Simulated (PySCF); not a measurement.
C₂H₁₀SSi₂.
SMILES: `[SiH3]CC[SiH2]S`

Computed with TDDFT CAM-B3LYP/def2-SVPD, vertical, gas phase, core orbitals frozen in the response in PySCF 2.14.0, density-fitted response routines. Isolated species at its GFN2-xTB geometry (one conformer only). Torsions of this conformer, `[SiH3:1][CH2:2][CH2:3][SiH2:4][SH:5]`: Si1–C2–C3–Si4 -178°, C2–C3–Si4–S5 -62°, H–S5–Si4–C3 50°.

Problem. Predict the UV-vis stick spectrum at this level.

Solution. 

```json
{"state": "S1", "λ (nm)": "204.3", "E (eV)": "6.07", "f": "0.017", "main configurations (H = HOMO, L = LUMO)": "H→L (71%)"}
{"state": "S2", "λ (nm)": "193.4", "E (eV)": "6.41", "f": "0.015", "main configurations (H = HOMO, L = LUMO)": "H→L+1 (23%), H→L+3 (22%), H→L+2 (18%)"}
{"state": "S3", "λ (nm)": "177.7", "E (eV)": "6.98", "f": "0.016", "main configurations (H = HOMO, L = LUMO)": "H→L+1 (37%), H→L+3 (25%), H→L (8%)"}
{"state": "S4", "λ (nm)": "167.9", "E (eV)": "7.39", "f": "0.0040", "main configurations (H = HOMO, L = LUMO)": "H-1→L (22%), H→L+2 (19%), H→L+4 (18%)"}
{"state": "S5", "λ (nm)": "165.8", "E (eV)": "7.48", "f": "0.040", "main configurations (H = HOMO, L = LUMO)": "H-1→L (54%), H→L+5 (11%), H→L+6 (8%)"}
{"state": "S6", "λ (nm)": "162.6", "E (eV)": "7.63", "f": "0.011", "main configurations (H = HOMO, L = LUMO)": "H→L+5 (33%), H-1→L+1 (16%), H→L+6 (14%)"}
{"state": "S7", "λ (nm)": "159.9", "E (eV)": "7.75", "f": "0.056", "main configurations (H = HOMO, L = LUMO)": "H→L+5 (22%), H→L+10 (18%), H→L+4 (12%)"}
{"state": "S8", "λ (nm)": "158.0", "E (eV)": "7.85", "f": "0.0063", "main configurations (H = HOMO, L = LUMO)": "H-1→L+1 (49%), H→L+6 (13%)"}
```

Triplets (Tamm–Dancoff): T1 5.65 eV, H→L (60%); T2 6.06 eV, H→L+1 (22%), H→L+3 (21%), H→L+2 (16%); T3 6.71 eV, H→L+1 (32%), H→L+3 (21%), H→L (12%).

The lowest singlet comes at 204 nm (586 kJ/mol) in the ultraviolet; it is weak; its leading configuration is HOMO→LUMO (71%). The strongest level in the table is S7 at 7.75 eV (160 nm, f = 0.056). Löwdin shares by element: HOMO sulfur 69%, silicon 10% or more, hydrogen 6% or more, carbon 6% or more; LUMO sulfur 32%, silicon 22%, hydrogen 10% or more (atoms not listed hold the other 34%). Orbital energies (eV): HOMO-3 -11.06, HOMO-2 -10.42, HOMO-1 -9.58, HOMO -8.55, LUMO 0.79, LUMO+1 1.02, LUMO+2 1.40. Of the 8 states listed, 6 reach f = 0.01 and none stays under 0.0005. The oscillator strengths of these states sum to 0.165; summed over the whole spectrum of an exact calculation they would give the number of electrons, 66 (Thomas–Reiche–Kuhn). Singlets were solved by full linear response, triplets in the Tamm–Dancoff approximation.

Without π bonds the low states are Rydberg-like; a valence basis with one diffuse set may place them up to an eV too high.
